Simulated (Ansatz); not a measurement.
Me2Se2 (C₂H₆Se₂). Charge 0, multiplicity 1. Geometry r2SCAN-D4/def2-SVP, basis def2-TZVP, Ansatz.

```csv
run,HOMO (eV),LUMO (eV)
A,-6.63,-0.95
B,-7.76,0.00
C,-5.69,-1.58
D,-6.48,-1.03
E,-6.25,-1.27
F,-5.19,-1.79
```

B3LYP takes the VWN-RPA correlation.

**Question.** The runs used B3LYP, B97M-V, BLYP, CAM-B3LYP, PBE0, r2SCAN0. Estimate which is which.

**Answer.** A r2SCAN0 (25 % exact exchange); B CAM-B3LYP (range-separated); C B97M-V (0 % exact exchange); D PBE0 (25 % exact exchange); E B3LYP (20 % exact exchange); F BLYP (0 % exact exchange). Exact exchange lowers occupied and raises empty levels; among semilocal functionals meta-GGAs tend to open the gap a little, and such runs are hard to tell apart. The gap grows from 3.40 eV (BLYP) to 7.76 eV (CAM-B3LYP).
